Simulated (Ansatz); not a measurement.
Frontier orbitals of CH₂ClFOZn, SMILES `O[C](F)(Cl)[ZnH]`.

```tsv
atom	x (Å)	y (Å)	z (Å)
O1	0.477	-1.131	-0.776
C2	-0.206	-0.308	0.047
F3	-1.533	-0.652	0.043
Cl4	0.324	-0.594	1.803
Zn5	0.160	1.621	-0.222
H6	0.325	-2.052	-0.517
H7	0.452	3.115	-0.377
```

Total charge 0; spin multiplicity 1. For Zn the d shell is correlated and the shells below it are frozen. Scalar relativity is left out up to krypton. All single points use the PBE0-D4/def2-TZVP geometry. It is one conformer, not always the lowest. Basis def2-TZVPP, Ansatz 0.2.0.

```tsv
functional	HOMO (eV)	LUMO (eV)	gap (eV)
PBE	-6.62	-1.60	5.02
PBE0	-7.86	-0.84	7.02
BHLYP	-9.06	-0.24	8.82
ωB97M-V	-10.05	0.55	10.60
```

A quarter of exact exchange (PBE0) shifts PBE's HOMO by −1.24 eV and its LUMO by +0.75 eV; full exchange at long range (ωB97M-V) shifts them by −3.43 and +2.15 eV. The gap opens from 5.02 to 10.60 eV, since occupied levels lose self-interaction and empty ones feel all the electrons. A positive LUMO is unbound and depends on the basis.
